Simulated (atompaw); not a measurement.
**Co: one change to a PAW (atompaw) potential, before and after**

```
Element                 : Co (Z = 27)
Generator               : atompaw 4.2.0.5
Type                    : PAW
Functional              : PBE
Relativity              : scalar-relativistic
Frozen core             : [Ne]
Valence charge          : 17
Reference configuration : 3s2 3p6 3d7 4s1.5 4p0 (charge +0.5)
Partial waves           : 3s (bound): rc 1.30 bohr; 4s (bound): rc 1.45 bohr; 3p (bound): rc 1.35 bohr; 4p (bound, empty): rc 1.45 bohr; 3d (bound): rc 1.45 bohr; 3d channel at 0.25 Ry: rc 1.45 bohr
Local potential         : vpsmatchnc scheme with l = 3 at 0 Ry, radius 1.40 bohr
Core correction         : smooth core density matched at 1.20 bohr
Augmentation charge     : gaussian compensation charge, radius 1.25 bohr; PAW radius 1.45 bohr; waves and projectors: custom polynom vanderbiltortho
```

All-electron outer shells of the reference configuration (PBE, scalar-relativistic, ld1.x):

| shell | level (eV) | outermost node (bohr) | outermost maximum (bohr) |
| --- | --- | --- | --- |
| 2p | -774.09 | – | 0.17 |
| 3s | -106.61 | 0.31 | 0.66 |
| 3p | -69.85 | 0.28 | 0.68 |
| 3d | -12.39 | – | 0.66 |
| 4s | -8.99 | 0.96 | 2.26 |
| 4p | -4.21 | 1.05 | 2.94 |

Change: wave 3d (bound): rc 1.45 bohr becomes 3d (bound): rc 0.78 bohr.

Cutoffs: the cutoffs (Ry, on a coarse ladder) from which the occupation-weighted sum of valence levels, in a spherical-Bessel basis at the reference potential, stays within 10 and 1 mRy of its value at 400 Ry; they do not see the model core or the augmentation charge, which bear on the density cutoff.

Q: What does the change do?

A: The potential gets harder (70 Ry and 120 Ry → 230 Ry and 300 Ry); the range in which the d phases agree narrows (upper end at the end of the scan → 3.3); neither file shows a bound ghost.

```csv
quantity,base,changed
"cutoff, loose",70 Ry,230 Ry
"cutoff, tight",120 Ry,300 Ry
loose cutoff by channel (10 mRy a level),"s 30 Ry, p 35 Ry, d 40 Ry","s 30 Ry, p 35 Ry, d 140 Ry"
bound ghosts,none,none
s: phases at 1.45 bohr within 0.05 rad from the reference energy up to (Ry; the scan ends near 5),to the end of the scan,to the end of the scan
p: phases at 1.45 bohr within 0.05 rad from the reference energy up to (Ry; the scan ends near 5),4.1,4.1
d: phases at 1.45 bohr within 0.05 rad from the reference energy up to (Ry; the scan ends near 5),to the end of the scan,3.3
lowest overlap eigenvalue by channel,"s 0.79, p 0.81, d 0.93","s 0.79, p 0.81, d 0.00"
```

 The cutoffs see the waves, projectors and local potential, not the compensation charge or the core.
